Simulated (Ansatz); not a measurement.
Isomers of Ag3H4⁻ (singlet), relaxed with r2SCAN-D4/def2-TZVPD; total energies from Ansatz at CCSD(T)/def2-TZVPD.

| isomer | description | energy (Eh) |
| --- | --- | --- |
| A | point group C3v; 6 × Ag–H 1.64 to 1.82 Å | -442.20043 |
| B | point group not assigned; 6 × Ag–H 1.65 to 1.77 Å | -442.21299 |
| C | point group C2v; 6 × Ag–H 1.65 to 1.76 Å | -442.21160 |

In the def2 sets Ag takes a core potential; there is no spin–orbit coupling. Correlated methods freeze no core orbitals; core or outer-core shells of Ag are correlated, in sets that lack core-valence functions.

The isomers come from a short search, and lower ones may exist.

Work out the relative energies (1 Eh = 2625.5 kJ/mol) and the Boltzmann populations at 800 K from electronic energies alone (R = 8.314 J/mol/K).

ΔE: A 33.0, B 0.0, C 3.6 kJ/mol. RT = 6.65 kJ/mol. Factors exp(−ΔE/RT): A 0.007, B 1, C 0.582; sum 1.589. Populations: A 0.4 %, B 62.9 %, C 36.6 %. Zero-point energy, vibrational entropy and symmetry numbers are left out and can shift these; an error of 4 kJ/mol changes a ratio by a factor of 1.8. Over the other density-functional and correlated levels in def2 sets, the gap between B and C ranges from 3 to 5 kJ/mol.
